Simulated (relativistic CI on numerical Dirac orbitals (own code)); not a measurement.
## One change at a time: Au14+

Base calculation: Dirac-Coulomb-Breit CI, separate exchange-only KLI orbitals for each configuration, a model potential for QED, unscaled Slater integrals.

Configuration list (outside the closed core [Kr] 4d10): 4f¹⁴5s²5p³, 4f¹⁴5s5p⁴, 4f¹⁴5s²5p²5d, 4f¹³5s²5p⁴, 4f¹⁴5s5p³5d, 4f¹⁴5s²5p²5f, 4f¹⁴5s²5p²5g, 4f¹³5s²5p³5d, 4f¹⁴5s5p³5f, 4f¹⁴5s²5p²6s, 4f¹⁴5p⁴5d, 4f¹⁴5s²5p²6p, 4f¹⁴5s5p²5d², 4f¹⁴5s5p³5g, 4f¹⁴5s²5p5d5f, 4f¹³5s²5p³6s, 4f¹⁴5p⁴6s, 4f¹⁴5s²5p²6d, 4f¹⁴5s5p³6s, 4f¹⁴5p⁵, 4f¹³5p⁶, 4f¹⁴5s²5p5d², 4f¹⁴5s²5d³, 4f¹⁴5s5p5d³, 4f¹⁴5s²5d²5f, 4f¹⁴5s²5d²5g, 4f¹⁴5p³5d², 4f¹⁴5p²5d³, 4f¹³5p⁴5d², 4f¹⁴5p²5d²5f, 4f¹⁴5p²5d²5g, 4f¹⁴5s²5p5f², 4f¹⁴5s²5d5f², 4f¹⁴5s5p5d5f², 4f¹⁴5s²5f³, 4f¹⁴5s²5f²5g, 4f¹⁴5s²5p5d6s, 4f¹⁴5s²5d²6s, 4f¹⁴5s5p5d²6s, 4f¹⁴5s²5d5f6s, 4f¹⁴5s²5d5g6s, 4f¹⁴5s²5p6s², 4f¹⁴5s²5d6s², 4f¹⁴5s5p5d6s², 4f¹⁴5s²5f6s², 4f¹⁴5s²5g6s². Double excitations out of closed p, d and f shells are left out; levels of such configurations are missing from the list, as are those of other unlisted configurations, and high levels can miss mixing partners. Some configurations lack a partner that the ground configuration has and come out too high, among them 4f¹³5s²5p³5d, 4f¹³5s²5p³6s, 4f¹⁴5s5p³5f, 4f¹⁴5s²5p²6p, 4f¹⁴5s5p³5g.

Variants: (1) valence Slater integrals scaled by 0.9; (2) Breit term removed. Shifts of the energy above 4f¹⁴5s²5p³ ²P°3/2, in cm⁻¹, for the lowest level and the first level of each name with at least 55 % of one term (blank where a level changes its place among those of its configuration and J or its character, or is not in the variant):

| Level | Base | Δ(1) | Δ(2) |
| --- | --- | --- | --- |
| 4f¹⁴5s²5p³ ²P°3/2 | 0 | 0 | 0 |
| 4f¹⁴5s²5p³ ²D°5/2 | 167628 | +395 | +1899 |
| 4f¹⁴5s²5p³ ²P°1/2 | 193344 | -2088 | +1902 |
| 4f¹³5s²5p⁴ ⁴G°11/2 | 437388 | -1209 | -3801 |
| 4f¹³5s²5p⁴ ²D°3/2 | 440734 | -1441 | -3948 |
| 4f¹⁴5s5p⁴ ⁴P5/2 | 458351 | +6766 | +463 |
| 4f¹³5s²5p⁴ ⁴D°1/2 | 470566 | -1445 | -2642 |
| 4f¹³5s²5p⁴ ²H°11/2 | 633307 | -4113 | -1767 |
| 4f¹⁴5s²5p²5d ⁴D1/2 | 639511 | +4498 | +2653 |
| 4f¹³5s²5p⁴ ⁴F°3/2 | 643347 |  | -687 |
| 4f¹³5s²5p⁴ ²P°3/2 | 646812 |  | -2000 |
| 4f¹³5s²5p⁴ ²H°9/2 | 663245 | -4200 | -535 |
| 4f¹³5s²5p⁴ ²P°1/2 | 677411 | -5747 | -768 |
| 4f¹⁴5s²5p²5d ²P1/2 | 773566 | -6063 | +3126 |

At this charge transitions that keep the count of f electrons are usually good to a few per cent. Levels and lines within the n = 5 or 6 shells can be off by up to 10 % or somewhat more, and those that change n by about 2 %, since core polarisation is missing. Levels that differ in their count of f electrons can be misplaced by several ten thousand cm⁻¹, since the correlation energy of f electrons is missing or only estimated; rates across such gaps can be off by orders of magnitude.

Ionisation energy from one configuration of each of the two ions, the ground ones as tabulated or assumed: base 314.106 eV; valence Slater integrals scaled by 0.9 314.037 eV; Breit term removed 314.364 eV. The NIST ASD value (theoretical) is 324 ± 16 eV.

LS names give the leading component of a level, which can be under half, so a name can repeat, a term be missing and a line seem to break the LS rules.
